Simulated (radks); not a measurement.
Problem. The mean radii <r> (bohr) of the occupied orbitals of an atom or ion are listed with their occupations. All-electron calculation, scalar-relativistic Kohn-Sham, SCAN, spin-polarised, spherical densities, finite nucleus; meta-GGA in the generalised Kohn-Sham scheme; Fermi nuclear charge, rms radius of each element as measured or else 0.836 A^(1/3) + 0.57 fm. Program: a radial shooting solver on a logarithmic mesh with Libxc functionals.

orbital  occ.      <r>
1s up       1  0.04551
1s down     1  0.04551
2s up       1   0.2026
2s down     1   0.2024
2p up       3   0.1773
2p down     3   0.1771
3s up       1   0.5865
3s down     1   0.5881
3p up       3   0.6006
3p down     3   0.6029
3d up       5   0.6259
3d down     3   0.6327
4s up       1    1.753
4s down     1    1.783
4p up       3    2.133
4p down     2    2.201

Name the element and its charge. Open shells, if any, are filled with parallel spins first.

Solution. Z = 33, arsenic, charge 0: As in [Ar] 3d8 4s2 4p5. The 1s radius gives Z: for a bare nucleus <r> = (2 gamma + 1)/(2Z) with gamma = sqrt(1 - (Z/c)^2), 0.04456 bohr for Z = 33, and screening makes it slightly larger (0.04551 here). The occupations add up to 33, and the charge is Z minus that.
